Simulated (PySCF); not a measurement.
B3H7N3, SMILES B1NB[NH2+]BN1, charge +1.

Geometry optimised at B3LYP-D3(BJ)/def2-SVP. The isomer is the one that the SMILES or the coordinates give; other isomers of the formula were not compared.

Level of theory: B3LYP-D3(BJ)/def2-SVP in PySCF.

Harmonic, unscaled wavenumbers; measured fundamentals usually lie a few per cent lower.

| mode | ν (cm⁻¹) | IR (km/mol) | Raman (Å⁴/amu) | depolarisation | moving atoms (share of kinetic energy) |
|---|---|---|---|---|---|
| 1 | 135 | 11.7 | 1.0 | 0.75 | H 59 %, B 30 %, N 11 % |
| 2 | 233 | 0.0 | 0.3 | 0.75 | N 43 %, H 31 %, B 26 % |
| 3 | 328 | 0.1 | 0.1 | 0.75 | H 41 %, N 38 %, B 21 % |
| 4 | 498 | 1.9 | 1.4 | 0.74 | N 51 %, B 40 %, H 9 % |
| 5 | 500 | 1.1 | 2.0 | 0.75 | N 59 %, B 33 % |
| 6 | 550 | 23.8 | 0.0 | – | H 83 %, N 16 % |
| 7 | 734 | 0.0 | 4.7 | 0.75 | H 83 %, B 14 % |
| 8 | 756 | 1.6 | 9.7 | 0.10 | N 53 %, B 30 %, H 17 % |
| 9 | 817 | 18.6 | 1.2 | 0.75 | H 74 %, B 16 %, N 10 % |
| 10 | 859 | 0.9 | 2.0 | 0.69 | N 51 %, B 30 %, H 19 % |
| 11 | 867 | 0.5 | 0.0 | – | H 40 %, B 37 %, N 24 % |
| 12 | 899 | 0.0 | 0.3 | 0.75 | H 79 %, N 12 %, B 8 % |
| 13 | 929 | 6.8 | 18.3 | 0.08 | B 67 %, H 26 % |
| 14 | 935 | 2.1 | 0.0 | – | H 58 %, B 34 % |
| 15 | 966 | 182.0 | 0.7 | 0.75 | H 59 %, B 26 %, N 15 % |
| 16 | 993 | 0.1 | 5.9 | 0.75 | H 83 %, B 12 % |
| 17 | 1048 | 10.6 | 0.9 | 0.75 | H 93 % |
| 18 | 1087 | 1.5 | 7.7 | 0.70 | H 84 %, N 13 % |
| 19 | 1149 | 0.0 | 0.4 | 0.75 | H 86 %, B 14 % |
| 20 | 1249 | 57.5 | 0.0 | – | H 44 %, N 28 %, B 28 % |
| 21 | 1285 | 25.5 | 0.3 | 0.75 | H 76 %, N 14 %, B 10 % |
| 22 | 1354 | 1.4 | 6.9 | 0.20 | H 60 %, B 32 % |
| 23 | 1381 | 372.2 | 0.2 | 0.75 | B 61 %, N 20 %, H 19 % |
| 24 | 1446 | 161.4 | 4.5 | 0.75 | N 46 %, B 29 %, H 25 % |
| 25 | 1537 | 552.3 | 9.4 | 0.21 | H 50 %, N 31 %, B 19 % |
| 26 | 1564 | 89.9 | 6.3 | 0.50 | H 57 %, N 23 %, B 20 % |
| 27 | 2714 | 125.6 | 57.8 | 0.45 | H 90 %, B 10 % |
| 28 | 2718 | 83.8 | 36.8 | 0.75 | H 90 %, B 10 % |
| 29 | 2722 | 11.2 | 185.0 | 0.07 | H 90 %, B 10 % |
| 30 | 3390 | 132.9 | 77.0 | 0.08 | H 95 % |
| 31 | 3416 | 117.7 | 40.2 | 0.75 | H 92 % |
| 32 | 3582 | 153.5 | 40.3 | 0.75 | H 93 % |
| 33 | 3582 | 78.3 | 126.7 | 0.13 | H 93 % |
